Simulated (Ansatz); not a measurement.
Program: Ansatz. Geometries: PBE0-D4/def2-TZVP. ΔE: electronic, gas phase. CBS: MP2 limit from def2 TZ/QZ plus the TZ coupled-cluster correction, frozen cores. This one scheme is used for every species. Functionals use def2-TZVPP. B3LYP here is the variant with VWN-RPA as its local correlation; programs differ in this. One conformer a species, not always the lowest.

Consider the substitution at a C–O bond: `FB(F)OC(F)(F)F` + `O[SiH](Cl)Cl` → `FC(F)(F)O[SiH](Cl)Cl` + `OB(F)F`.

Q: Is it downhill or uphill in electronic energy at CCSD(T)/CBS, and by how much? (Estimate.)

A: Computed: Downhill: ΔE = -8.4 kJ/mol.

Q: What do these levels give: PBE0-D4, ωB97M-V, B2PLYP, PBE, r2SCAN, B3LYP, HF/def2-TZVPP, MP2/def2-TZVPP, SCS-MP2/def2-TZVPP, MP2/def2-QZVPP, SCS-MP2/def2-QZVPP, CCSD/CBS(def2)? (Best estimate.)

A: The calculation gave: PBE0-D4 -8.6, ωB97M-V -8.4, B2PLYP -7.3, PBE -6.3, r2SCAN -6.4, B3LYP -6.3, HF/def2-TZVPP -4.7, MP2/def2-TZVPP -9.2, SCS-MP2/def2-TZVPP -8.5, MP2/def2-QZVPP -9.0, SCS-MP2/def2-QZVPP -8.3, CCSD/CBS(def2) -8.0 kJ/mol.

Largest T1 diagnostic among the species: 0.012.

In def2-TZVPP, CCSD(T) changes the Hartree–Fock value by −3.8 kJ/mol (the triples alone add −0.4 kJ/mol) and MP2 by −4.5 kJ/mol. The D4 term adds −3.4 kJ/mol with B3LYP and −2.2 kJ/mol with PBE0; it sums over pairs of atoms, weighted by their polarisabilities, and B3LYP, whose exchange is more repulsive, gets the larger term.
